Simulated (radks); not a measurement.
Values are calculated unless marked as measured or tabulated.
The barium ion Ba11+, configuration [Kr] 4d9.

Code: a radial shooting solver on a logarithmic mesh with Libxc functionals. Model: scalar-relativistic Kohn-Sham, PBE, spin-unpolarised, spherical densities, finite nucleus; Fermi nuclear charge, rms radius 4.8378 fm.

Energy parts (eV):
part                      energy
total                 -220431.15
kinetic                232730.21
electron-nucleus      -525296.46
Hartree                 77350.67
exchange-correlation    -5215.57

Orbitals (lengths in bohr, moments of r in powers of bohr; r(90%) holds 90 % of the orbital's charge):
orbital  occ.  eigenvalue (eV)  r(90%)      <r^2>
1s          2        -37440.01  0.0461  0.0008885
2s          2        -6070.067   0.170    0.01421
2p          6        -5462.354   0.157    0.01129
3s          2        -1421.084   0.428    0.09719
3p          6        -1226.170   0.434    0.09719
3d         10        -943.3204   0.416    0.08353
4s          2        -414.5666   0.953     0.4983
4p          6        -350.6637    1.02     0.5575
4d          9        -257.1531    1.13     0.6699

The highest occupied level is 4d at -257.15 eV. For comparison, the ionisation energy in NIST's Atomic Spectra Database is 267 eV (theoretical). In exact Kohn-Sham theory the highest level is minus the ionisation energy, but local and semilocal functionals leave it too shallow, through self-interaction and a potential that decays too fast; potentials with the right tail come closer.

Beside tabulated values, note that spin-unpolarised runs miss the spin-polarisation part of the exchange energy of open shells.
